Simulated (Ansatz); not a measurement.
Consider the cleavage of the Si–Ga bond: `[SiH3][SiH2][GaH2]` + `BN[SiH2]Cl` → `BN([SiH2][SiH3])[SiH2]Cl` + `[GaH3]`.

Program: Ansatz. Geometries: PBE0-D4/def2-TZVP. ΔE: electronic, gas phase. CCSD(T)/CBS is the MP2 limit (def2-TZVPP, def2-QZVPP) plus CCSD(T) − MP2 in def2-TZVPP, frozen cores. DFT in def2-TZVPP. For Ga outer-core shells are correlated without core-valence functions, which leaves a few kJ/mol of doubt a bond. Scalar relativity is left out up to krypton. Each species was taken in one conformer, which may not be the lowest.

```
  level  ΔE (eV)
ωB97X-V    -0.12
 B2PLYP    -0.05
```

(1) What does CCSD(T)/CBS give? (Best estimate.)

Largest T1 diagnostic among the species: 0.014.

Answers

(1) Computed: -0.09 eV. The listed levels differ from it by -0.03, 0.04 eV.

The D4 term adds −0.15 eV with B3LYP and −0.09 eV with PBE0; it sums over pairs of atoms, weighted by their polarisabilities, and B3LYP, whose exchange is more repulsive, gets the larger term. From PBE to PBE0 (25 % exact exchange), in def2-TZVPP and without D4, ΔE moves by −0.06 eV.

B3LYP here is the variant with VWN-RPA as its local correlation; programs differ in this.
